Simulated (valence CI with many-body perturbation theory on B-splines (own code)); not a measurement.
Ga X: key properties

Method: configuration interaction combined with many-body perturbation theory (CI+MBPT): four valence electrons over a frozen Dirac-Fock core [Ar], radial functions for each j: 7 s, 7 p, 8 d, 6 f, 4 g, 1 h, with the one-electron correlation potential Σ1, the two-electron term Σ2, the three-electron term Σ3, Breit, model QED; selected CI, second order for the rest, scaled by the run's own slope (own B-spline code, finite nucleus).

No measured spectrum was set against this ion. As an estimate, terms of the open shell hold to 2 to 4 % of their energy, and close levels can change places. Excitations out of the core, of the other parity, are not computed and may begin above about 60.4 eV (a cautious bound); beyond it only levels of the ground parity were kept, without lifetimes.

Rates and lifetimes use the calculated energies. Strong lines usually hold to 10 to 20 %, long lifetimes can be off by a factor of two.

(1) What is the ground level?

(2) What is the ionisation energy?

(3) How well does LS coupling describe the low levels?

(4) How is the term 5D of the ground level split?

Answers

(1) 3d4 5D_0, composition 98 % 3d4 5D + 2 % 3d4 3P.

(2) 243.54 eV; NIST lists 244 ± 2.5 eV (theoretical).

(3) Among the lowest 20 levels the leading LS term, summed over configurations, holds 93 % on average. For single configurations the figures are 93 % in LS and 55 % in jj coupling. Terms mix most in the J = 3 level at 44732 cm⁻¹, where the leading one holds 75 %.

(4) J = 0 at 0, J = 1 at 664, J = 2 at 1833, J = 3 at 3354, J = 4 at 5117 cm⁻¹.
